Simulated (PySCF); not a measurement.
Species: C₃H₈F₂Si₂.
Atom-mapped SMILES: `[F:1][CH:2]([F:3])[CH:4]1[SiH2:5][CH2:6][SiH2:7]1` (hydrogens: H8 on C2; H9 on C4; H10, H11 on Si5; H12, H13 on C6; H14, H15 on Si7)

The same species was optimised twice, with GFN2-xTB and with PBE0-D3(BJ)/def2-SVP (PySCF), and the same property calculations (PySCF, gas phase) were run on both structures.

| coordinate | GFN2-xTB | PBE0-D3(BJ)/def2-SVP | change |
| --- | --- | --- | --- |
| Si5–C6 (Å) | 1.923 | 1.901 | -0.022 |
| C6–Si7 (Å) | 1.915 | 1.897 | -0.018 |
| C2–F3 (Å) | 1.367 | 1.355 | -0.012 |
| C4–Si5 (Å) | 1.934 | 1.926 | -0.008 |
| C4–Si7 (Å) | 1.929 | 1.921 | -0.008 |
| F1–C2 (Å) | 1.364 | 1.367 | +0.003 |
| C2–C4 (Å) | 1.495 | 1.498 | +0.003 |
| Si5–C4–Si7 (°) | 92.5 | 86.5 | -6.0 |
| Si5–C6–Si7 (°) | 93.2 | 87.9 | -5.3 |
| C4–Si5–C6 (°) | 87.0 | 91.3 | +4.3 |
| C4–Si7–C6 (°) | 87.3 | 91.6 | +4.3 |
| F1–C2–F3 (°) | 104.9 | 106.8 | +1.9 |
| F1–C2–C4 (°) | 111.5 | 109.6 | -1.9 |
| C2–C4–Si7 (°) | 114.2 | 115.5 | +1.3 |
| F3–C2–C4 (°) | 112.0 | 111.4 | -0.6 |
| F1–C2–C4–Si5 (°) | 52 | 51 | -1 |

Rotational constants: A = 2631, B = 1382, C = 1119 MHz (GFN2-xTB) against A = 2707, B = 1388, C = 1172 MHz (PBE0-D3(BJ)/def2-SVP). Point groups within 0.08 Å: C1 and C1.

On the GFN2-xTB structure: lowest singlet, TDDFT (eV) 6.64 [CAM-B3LYP/def2-SVPD]; lowest triplet, Tamm–Dancoff (eV) 6.38 [CAM-B3LYP/def2-SVPD]; isotropic polarisability (au) 86.6 [CAM-B3LYP/def2-SVPD]; HOMO (eV) -9.52 [CAM-B3LYP/def2-SVPD]; LUMO (eV) 0.50 [CAM-B3LYP/def2-SVPD]; dipole (D) 2.42 [CAM-B3LYP/def2-SVPD]; HOMO (eV) -8.21 [PBE0/pcSseg-1]; LUMO (eV) -0.30 [PBE0/pcSseg-1]; dipole (D) 2.23 [PBE0/pcSseg-1]; GIAO shielding of F1/F3 (mean) (ppm) 292.9 [PBE0/pcSseg-1]; GIAO shielding of C2 (ppm) 63.6 [PBE0/pcSseg-1]; GIAO shielding of C4 (ppm) 160.7 [PBE0/pcSseg-1]; GIAO shielding of Si5/Si7 (mean) (ppm) 386.2 [PBE0/pcSseg-1]; GIAO shielding of C6 (ppm) 195.5 [PBE0/pcSseg-1].

Task: What do these properties become on the PBE0-D3(BJ)/def2-SVP structure?

Result: 
```
                                    property                level  on GFN2-xTB  on PBE0-D3(BJ)/def2-SVP  change
                  lowest singlet, TDDFT (eV)  CAM-B3LYP/def2-SVPD         6.64                     6.66   +0.02
           lowest triplet, Tamm–Dancoff (eV)  CAM-B3LYP/def2-SVPD         6.38                     6.42   +0.04
               isotropic polarisability (au)  CAM-B3LYP/def2-SVPD         86.6                     87.4    +0.8
                                   HOMO (eV)  CAM-B3LYP/def2-SVPD        -9.52                    -9.32   +0.20
                                   LUMO (eV)  CAM-B3LYP/def2-SVPD         0.50                     0.69   +0.19
                                  dipole (D)  CAM-B3LYP/def2-SVPD         2.42                     1.99   -0.43
energy, GFN2-xTB geometry as zero (kcal/mol)  CAM-B3LYP/def2-SVPD          0.0                     -3.2    -3.2
                                   HOMO (eV)        PBE0/pcSseg-1        -8.21                    -8.03   +0.18
                                   LUMO (eV)        PBE0/pcSseg-1        -0.30                    -0.05   +0.25
                                  dipole (D)        PBE0/pcSseg-1         2.23                     1.81   -0.42
energy, GFN2-xTB geometry as zero (kcal/mol)        PBE0/pcSseg-1          0.0                     -3.8    -3.8
        GIAO shielding of F1/F3 (mean) (ppm)        PBE0/pcSseg-1        292.9                    294.4    +1.5
                  GIAO shielding of C2 (ppm)        PBE0/pcSseg-1         63.6                     64.1    +0.5
                  GIAO shielding of C4 (ppm)        PBE0/pcSseg-1        160.7                    163.6    +2.9
      GIAO shielding of Si5/Si7 (mean) (ppm)        PBE0/pcSseg-1        386.2                    386.3    +0.1
                  GIAO shielding of C6 (ppm)        PBE0/pcSseg-1        195.5                    193.8    -1.7
```

The heavy atoms differ by 0.129 Å rms after alignment. Among bonds between heavy atoms Si5–C6 changes most (-0.022 Å). Changes are differences of the printed values. Neither structure is proved a minimum here.

Shape of the structure used: `[F:1][CH:2]([F:3])[CH:4]1[SiH2:5][CH2:6][SiH2:7]1`: F1–C2–C4–Si5 51°.
